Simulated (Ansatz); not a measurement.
C2H7AlTe (`[AlH2][CH2]C[TeH]`). Charge 0, multiplicity 1. Te: def2 effective core potential.

```xyz
11

Al    1.5389   -1.0533    1.0432
C     0.0335   -0.7220   -0.1769
C    -0.4619    0.7099   -0.2001
Te   -2.1161    0.9192   -1.5856
H     2.1378    0.1387    1.9070
H     2.1468   -2.5165    1.1558
H    -0.7737   -1.4133    0.1018
H     0.3451   -1.0470   -1.1791
H    -0.8277    1.0349    0.7732
H     0.3087    1.4070   -0.5274
H    -2.3314    2.5424   -1.3118
```

Question: List the harmonic frequencies (cm⁻¹, unscaled) at PBE0-D4/def2-TZVP in Ansatz. (Estimate.)

Answer: Computed: 61, 95, 120, 144, 168, 460, 469, 563, 598, 657, 697, 782, 786, 1046, 1048, 1123, 1218, 1283, 1433, 1466, 1912, 1921, 2140, 3014, 3051, 3094, 3152.

Question: Is this a minimum?

Answer: Yes, all 27 modes are real.

Question: Give the ideal-gas thermochemistry at 298.15 K and 1 bar (rigid rotor, harmonic oscillator; point group Cs, symmetry number 1).

Answer: Zero-point energy 194.4 kJ/mol; H(298) − E = 217.2 kJ/mol; entropy 374.2 J/(mol·K), of which translation 174.0, rotation 115.7, vibration 84.4; G(298) − E = 105.6 kJ/mol. Modes under 100 cm⁻¹ are hindered rotations or soft bends, so the harmonic entropy is rough.

Question: And at 400, 500, 600, 800 and 1000 K?

Answer: 
```tsv
T (K)	H − E (kJ/mol)	S (J/mol/K)	G − E (kJ/mol)
400	229.8	410.4	65.6
500	244.1	442.2	23.0
600	259.9	471.0	-22.7
800	295.3	521.8	-122.1
1000	334.4	565.3	-230.9
```
